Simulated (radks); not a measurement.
Q: The table gives one normalised radial function P(r) = r R(r) (large component) of Kr4+ in [Ar] 3d10 4p2 4d2 (r in bohr). All-electron calculation, Dirac Kohn-Sham, PBEsol, spin-unpolarised, spherical densities, finite nucleus; open shells are shared between the two j in proportion to 2j + 1; Fermi nuclear charge, rms radius 4.1884 fm. Program: a radial shooting solver on a logarithmic mesh with Libxc functionals.

r	P
0.001395	0.0000
0.001845	0.0000
0.002461	0.0000
0.003256	0.0000
0.004343	0.0001
0.005747	0.0002
0.007604	0.0004
0.01014	0.0009
0.01342	0.0019
0.0179	0.0041
0.02368	0.0088
0.03133	0.0184
0.04179	0.0383
0.05529	0.0758
0.07375	0.1466
0.09758	0.2640
0.1291	0.4453
0.1722	0.7007
0.2278	0.9855
0.3039	1.2390
0.4021	1.3477
0.532	1.2545
0.7096	0.9714
0.9388	0.6158
1.252	0.2967
1.657	0.1057
2.192	0.0246
2.924	0.0030
3.869	0.0002
5.16	0.0000
6.827	0.0000
9.033	0.0000

Which n and l does it have? It may be an empty orbital.

A: n = 3, l = 2: the number of nodes gives n - l - 1 = 0, the rise at small r points to l (for j = l - 1/2 the large component starts outside the nucleus as r^gamma with gamma = sqrt(l^2 - (Z/c)^2) = 1.98 and the r^(l+1) term takes over further out; the orbital of l - 1 with the same j starts with the same power, but with a larger coefficient, and does not steepen), and the extent must fit the shell. The curve is that of 3d3/2; the two j differ most near the nucleus, where j = l - 1/2 has the larger amplitude, and in heavy atoms j = l - 1/2 is also the more compact. 3d3/2: eigenvalue -147.29 eV, 0 radial nodes, <r> = 0.547 bohr, 90 % of the charge inside 0.893 bohr.
